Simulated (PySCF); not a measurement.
# Rubidium: a sound run and one with changed settings

Sound run: Rb [Kr] 5s1, Rb⁺ [Kr]. Computed with PySCF 2.14 in def2-TZVP with the def2 core potential (28 electrons) (6s4p3d, 33 functions), with a scalar-relativistic core potential. The sound run starts from symmetry-adapted Hartree-Fock orbitals and uses a fine grid where one is needed.

Changed run: initial guess atom, at most 50 SCF cycles, level shift 10.0 hartree.

| species | method | sound run (hartree) | changed run (hartree) | converged |
| --- | --- | --- | --- | --- |
| Rb | UHF | -23.80256 | -23.80209 | no |
| Rb | PBE0 | -24.08179 | -24.08017 | no |
| Rb | M06-L | -24.07014 | -22.66828 | no |
| Rb⁺ | UHF | -23.66274 | -23.66274 | no |
| Rb⁺ | PBE0 | -23.92729 | -23.92729 | no |
| Rb⁺ | M06-L | -23.93905 | -23.93904 | no |

A level shift slows the SCF but leaves a converged energy unchanged.
